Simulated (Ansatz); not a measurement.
Isolated molecules relaxed with PBE0-D4/def2-TZVP in Ansatz; ΔE leaves out vibrations. CBS: MP2 limit from def2 TZ/QZ plus the TZ coupled-cluster correction, frozen cores. DFT in def2-TZVPP. def2 core potentials past Kr. For Br, Sn outer-core shells are correlated without core-valence functions, which leaves a few kJ/mol of doubt a bond. Scalar relativity is left out up to krypton. One conformer a species, not always the lowest.

`[SnH3][CH2]C1=CC1` + HBr → `[Br][SnH3]` + `CC1=CC1`  (ligand exchange at the Sn–C bond)

CCSD(T)/CBS gives -28.2 kcal/mol.

(1) Another level gave -27.3 kcal/mol. Which?
A. PBE-D4/def2-TZVPP
B. r2SCAN/def2-TZVPP
C. PBE/def2-TZVPP
D. MP2/def2-TZVPP

Largest T1 diagnostic among the species: 0.012.

Answers

(1) A. PBE-D4 -27.3, r2SCAN -29.6, PBE -28.5, MP2/def2-TZVPP -25.9 kcal/mol.

From PBE to PBE0 (25 % exact exchange), in def2-TZVPP and without D4, ΔE moves by −1.3 kcal/mol. In def2-TZVPP, CCSD(T) changes the Hartree–Fock value by +9.5 kcal/mol (the triples alone add +1.1 kcal/mol) and MP2 by +9.9 kcal/mol. The D4 term adds +2.0 kcal/mol with B3LYP and +1.1 kcal/mol with PBE0; it sums over pairs of atoms, weighted by their polarisabilities, and B3LYP, whose exchange is more repulsive, gets the larger term.

B3LYP here is the variant with VWN-RPA as its local correlation; programs differ in this.
